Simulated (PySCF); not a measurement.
**B⁺: ionisation energy**

B⁺ [He] 2s2 (1S) → B²⁺ [He] 2s1 (2S), as a difference of total energies. Computed with PySCF 2.14 in dyall-av3z (15s9p3d2f, 71 functions), with the spin-free X2C one-electron Hamiltonian (Gaussian nucleus). Correlated levels: valence: 1s2 frozen; virtual orbitals above 40 to 60 times the deepest correlated orbital energy dropped. The calculations carry no spin-orbit coupling.

| method | ionisation energy (eV) |
| --- | --- |
| UHF | 23.449 |
| LDA | 24.560 |
| PBE | 24.613 |
| PBE0 | 24.568 |
| r2SCAN | 24.271 |
| B97-3 | 24.671 |
| wB97M-V | 24.678 |
| r2SCANh | 24.293 |
| M06 | 24.517 |
| MP2 (valence) | 24.474 |
| SCS-MP2 (valence) | 24.679 |

Question: How much does correlation contribute at MP2 (valence)?

Answer: 24.474 − (23.449) = 1.025 eV, measured against UHF.

Errors of the correlated levels include the incompleteness of this basis and the frozen core.

MP2 underrates the near-degeneracy of ns² with np² in the lower species.

For comparison: 25.155 eV (measured; NIST Atomic Spectra Database, ionization energies).
